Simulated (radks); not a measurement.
Species: Pt VIII. Configuration: [Xe] 4f14 5d3. Method: non-relativistic Kohn-Sham, LDA (Slater exchange, Perdew-Wang correlation), spin-unpolarised, spherical densities, point nucleus; relativity is left out, which matters for an element this heavy; computed with a radial shooting solver on a logarithmic mesh with Libxc functionals.

Normalised radial functions P(r) = r R(r), r in bohr:

r,4p,4d,4f
0.000973,0.0022,0.0000,0.0000
0.001287,0.0038,0.0000,0.0000
0.001703,0.0066,0.0001,0.0000
0.002254,0.0113,0.0001,0.0000
0.002982,0.0192,0.0003,0.0000
0.003914,0.0319,0.0006,0.0000
0.005179,0.0531,0.0014,0.0000
0.006853,0.0870,0.0032,0.0000
0.009067,0.1393,0.0070,0.0001
0.012,0.2167,0.0150,0.0002
0.01575,0.3201,0.0308,0.0006
0.02083,0.4528,0.0627,0.0017
0.02757,0.5918,0.1226,0.0045
0.03648,0.6866,0.2272,0.0118
0.04826,0.6525,0.3921,0.0295
0.06386,0.3948,0.6150,0.0697
0.08382,-0.0951,0.8399,0.1499
0.1109,-0.6927,0.9568,0.3026
0.1467,-1.0072,0.7758,0.5500
0.1942,-0.6396,0.1778,0.8821
0.2569,0.3850,-0.7042,1.2225
0.3399,1.4151,-1.4420,1.4339
0.4461,1.7169,-1.6214,1.4067
0.5903,1.2558,-1.2410,1.1439
0.781,0.5814,-0.6573,0.7586
1.033,0.1643,-0.2324,0.3976
1.367,0.0258,-0.0507,0.1561
1.809,0.0019,-0.0060,0.0422
2.375,0.0001,-0.0004,0.0073
3.142,0.0000,0.0000,0.0006
4.157,0.0000,0.0000,0.0000

4p: eigenvalue -588.38 eV, 2 radial nodes at r = 0.0801, 0.234 bohr, <r> = 0.461 bohr, 90 % of the charge inside 0.668 bohr. 4d: eigenvalue -417.52 eV, 1 radial node at r = 0.206 bohr, <r> = 0.470 bohr, 90 % of the charge inside 0.701 bohr. 4f: eigenvalue -189.20 eV, 0 radial nodes, <r> = 0.500 bohr, 90 % of the charge inside 0.801 bohr.
